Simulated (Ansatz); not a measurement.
CH₇BFNOSi, SMILES `C[Si](N)(F)BO` from Hartree–Fock to CCSD(T)

```xyz
13

C     1.8967    0.2728   -0.1817
Si    0.1521    0.1822    0.4582
N    -0.1559   -1.3947    1.0281
F     0.0792    1.3017    1.6295
B    -1.3199    0.6663   -0.8528
O    -2.4569   -0.0688   -0.8114
H     2.6103   -0.0142    0.5962
H     2.1436    1.2892   -0.4969
H     2.0382   -0.3965   -1.0335
H    -1.1026   -1.7175    1.1432
H     0.4881   -1.9066    1.6083
H    -1.2450    1.5705   -1.6484
H    -3.1280    0.2155   -1.4388
```

Charge 0, multiplicity 1. The geometry is a stationary point of PBE0-D4/def2-TZVP. It is one conformer, not always the lowest. Frozen core, restricted reference, the Gaussian-basis code of Ansatz. CBS rows extrapolate triple and quadruple zeta; past MP2 they add the triple-zeta difference.

```csv
basis,HF (Eh),MP2 corr.,CCSD corr.,(T),CCSD(T) total
def2-TZVPP,-584.61066,-1.09605,-1.13715,-0.04030,-585.78811
def2-QZVPP,-584.63428,-1.18299,–,–,–
CBS(def2),-584.63753,-1.24738,-1.28849,as TZ,-585.96632
```
